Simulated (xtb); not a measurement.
Si(Cl)2(OH)(NH2) (Cl2H3NOSi), SMILES N[Si](O)(Cl)Cl. All values are semi-empirical tight-binding results from xtb (GFN2-xTB unless named), good for trends rather than for accurate numbers. The structure is a stationary point at GFN2-xTB. The structure was generated by enumeration, and PubChem lists no compound with its InChIKey, so it may never have been made. One conformer was computed; it need not be the lowest.

**Question.** Estimate the properties. (An estimate is asked for; the answer gives what the named calculation found.)

**Answer.** 
The orbital gap comes out as 7.14 eV and the dipole moment is 2.00 D. The zero-point energy is 26.2 kcal/mol and the G − E(el) at 298.15 K (modified RRHO) comes out as 5.6 kcal/mol. The static polarisability (D4 model) is 75.1 bohr³ and the solvation energy, GFN2-xTB/ALPB(water) is -8.8 kcal/mol. The solvation energy, GFN2-xTB/ALPB(hexane) comes out as -4.4 kcal/mol.
